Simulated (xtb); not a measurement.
xtb input (GFN1-xTB):

```bash
xtb mol.xyz --gfn 1 --sp --chrg 1 --uhf 0
```
mol.xyz:
```
3

B      0.00000000     0.00000000     0.00000000
H      0.00000000     0.00000000     1.17438077
H     -0.00000000    -0.00000000    -1.17438077
```

Output:

```
           -------------------------------------------------
          |                Calculation Setup                |
           -------------------------------------------------

           -------------------------------------------------
          |                 G F N 1 - x T B                 |
           -------------------------------------------------

        Reference                      10.1021/acs.jctc.7b00118
      * Hamiltonian:
        H0-scaling (s, p, d)           1.850000    2.250000    2.000000
        zeta-weighting                 0.000000
      * Dispersion:
        s8                             2.400000
        a1                             0.630000
        a2                             5.000000
        s9                             0.000000
      * Repulsion:
        kExp                           1.500000
        rExp                           1.000000
      * Coulomb:
        alpha                          2.000000
        third order                    atomic
        anisotropic                    false
      * Halogen bond correction:
        rad-scale                      1.300000
        damping                        0.440000

          ...................................................
          :                      SETUP                      :
          :.................................................:
          :  # basis functions                   8          :
          :  # atomic orbitals                   8          :
          :  # shells                            6          :
          :  # electrons                         4          :
          :  # halogen bonds                     0          :
          :  max. iterations                   250          :
          :  Hamiltonian                  GFN1-xTB          :
          :  restarted?                      false          :
          :  GBSA solvation                  false          :
          :  PC potential                    false          :
          :  electronic temp.          300.0000000     K    :
          :  accuracy                    1.0000000          :
          :  -> integral cutoff          0.2500000E+02      :
          :  -> integral neglect         0.1000000E-07      :
          :  -> SCF convergence          0.1000000E-05 Eh   :
          :  -> wf. convergence          0.2000000E-04 e    :
          :  Broyden damping             0.4000000          :
          :  net charge                          1          :
          :  unpaired electrons                  0          :
          ...................................................

 iter      E             dE          RMSdq      gap      omega  full diag
   1     -1.8337514 -0.183375E+01  0.426E+00    5.24       0.0  T
   2     -1.8592852 -0.255339E-01  0.133E+00    4.41       1.0  T
   3     -1.8601135 -0.828242E-03  0.517E-01    4.20       1.0  T
   4     -1.8601208 -0.733915E-05  0.914E-02    4.26       1.0  T
   5     -1.8601394 -0.185549E-04  0.447E-03    4.23      12.9  T
   6     -1.8601394 -0.446005E-07  0.691E-06    4.23    8350.6  T
   7     -1.8601394 -0.119460E-12  0.588E-07    4.23   98211.8  T

   *** convergence criteria satisfied after 7 iterations ***

         #    Occupation            Energy/Eh            Energy/eV
      -------------------------------------------------------------
         1        2.0000           -0.9031313             -24.5755
         2        2.0000           -0.8275427             -22.5186 (HOMO)
         3                         -0.6720943             -18.2886 (LUMO)
         4                         -0.6720943             -18.2886
         5                         -0.3906912             -10.6312
         6                         -0.3814430             -10.3796
         7                         -0.3323298              -9.0432
         8                          0.3866012              10.5200
      -------------------------------------------------------------
                  HL-Gap            0.1554484 Eh            4.2300 eV
             Fermi-level           -0.7498185 Eh          -20.4036 eV

 SCC (total)                   0 d,  0 h,  0 min,  0.002 sec
 SCC setup                      ...        0 min,  0.000 sec (  6.743%)
 Dispersion                     ...        0 min,  0.000 sec (  3.072%)
 classical contributions        ...        0 min,  0.000 sec (  2.093%)
 integral evaluation            ...        0 min,  0.000 sec ( 11.321%)
 iterations                     ...        0 min,  0.001 sec ( 50.926%)
 molecular gradient             ...        0 min,  0.000 sec ( 14.001%)
 printout                       ...        0 min,  0.000 sec ( 10.943%)

         :::::::::::::::::::::::::::::::::::::::::::::::::::::
         ::                     SUMMARY                     ::
         :::::::::::::::::::::::::::::::::::::::::::::::::::::
         :: total energy              -1.834064035313 Eh    ::
         :: gradient norm              0.001608539491 Eh/a0 ::
         :: HOMO-LUMO gap              4.229966510865 eV    ::
         ::.................................................::
         :: SCC energy                -1.860139400465 Eh    ::
         :: -> electrostatic           0.175499320522 Eh    ::
         :: repulsion energy           0.026292195983 Eh    ::
         :: dispersion energy         -0.000216830832 Eh    ::
         :: halogen bond corr.         0.000000000000 Eh    ::
         :: add. restraining           0.000000000000 Eh    ::
         :: total charge               1.000000000000 e     ::
         :::::::::::::::::::::::::::::::::::::::::::::::::::::

           -------------------------------------------------
          |                Property Printout                |
           -------------------------------------------------

    * Orbital Energies and Occupations

         #    Occupation            Energy/Eh            Energy/eV
      -------------------------------------------------------------
         1        2.0000           -0.9031313             -24.5755
         2        2.0000           -0.8275427             -22.5186 (HOMO)
         3                         -0.6720943             -18.2886 (LUMO)
         4                         -0.6720943             -18.2886
         5                         -0.3906912             -10.6312
         6                         -0.3814430             -10.3796
         7                         -0.3323298              -9.0432
         8                          0.3866012              10.5200
      -------------------------------------------------------------
                  HL-Gap            0.1554484 Eh            4.2300 eV
             Fermi-level           -0.7498185 Eh          -20.4036 eV

  Mulliken/CM5 charges         n(s)   n(p)   n(d)
     1B     0.69523  0.48562   1.335  0.969  0.000
     2H     0.15239  0.25719   0.848  0.000  0.000
     3H     0.15239  0.25719   0.848  0.000  0.000

Wiberg/Mayer (AO) data.
largest (>0.10) Wiberg bond orders for each atom

 ---------------------------------------------------------------------------
     #   Z sym  total        # sym  WBO       # sym  WBO       # sym  WBO
 ---------------------------------------------------------------------------
     1   5 B    1.887 --     2 H    0.943     3 H    0.943
     2   1 H    0.978 --     1 B    0.943
     3   1 H    0.978 --     1 B    0.943
 ---------------------------------------------------------------------------

Topologies differ in total number of bonds
Writing topology from bond orders to xtbtopo.mol

 dipole moment from electron density (au)
     X       Y       Z
  -0.0000  -0.0000  -0.0000  total (Debye):    0.000

           -------------------------------------------------
          | TOTAL ENERGY               -1.834064035313 Eh   |
Note: The following floating-point exceptions are signalling: IEEE_DENORMAL
normal termination of xtb
          | GRADIENT NORM               0.001608539491 Eh/α |
          | HOMO-LUMO GAP               4.229966510865 eV   |
           -------------------------------------------------

------------------------------------------------------------------------
------------------------------------------------------------------------
 total:
 SCF:
```
